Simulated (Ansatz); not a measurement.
Species: CH$_{4}$Si, SMILES `C=[SiH2]` with one electron removed (charge 1, multiplicity 2).

Give a relaxed geometry from B3LYP-D3(BJ)/def2-TZVP run with Ansatz (a quantum-chemistry and plane-wave program).

the end point of this relaxation (outside a Z-matrix the atoms follow the SMILES, hydrogens last).
Bonded distances (Å): C1–Si2 1.795, C1–H3 1.086, C1–H4 1.086, Si2–H5 1.466, Si2–H6 1.466. Angles (°): Si2–C1–H3 122.0, Si2–C1–H4 122.0, H3–C1–H4 116.0, C1–Si2–H5 119.5, C1–Si2–H6 119.5, H5–Si2–H6 121.0.
